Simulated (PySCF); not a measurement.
Calculation: PBE-D3(BJ)/def2-TZVP // BP86-D3(BJ)/def2-SVP (PySCF 2.14.0). All species are isolated molecules in the gas phase. One relaxed conformer stands for a flexible species; it need not be the lowest. 

Reference species: [Nb(Cl)5] (neutral, multiplicity 1).

```yaml
HOMO–LUMO gap: 2.82 eV
charge on the central atom (Mulliken): 1.11 e
HOMO: -7.85 eV
coordination_number: 5
```

Changed species: [Nb(Cl)(OH)4] (4 of 5 Cl replaced by OH; the reference has 0 of 5 Cl replaced by OH).

### Question
Predict the effect on the HOMO–LUMO gap, charge on the central atom (Mulliken), HOMO and coordination number.

### Answer
the HOMO–LUMO gap rises by 0.90 eV, to 3.72 eV; the charge on the central atom (Mulliken) goes up by 0.48 e, to 1.59 e; the HOMO rises by 0.88 eV, to -6.97 eV; the coordination number is nearly the same.
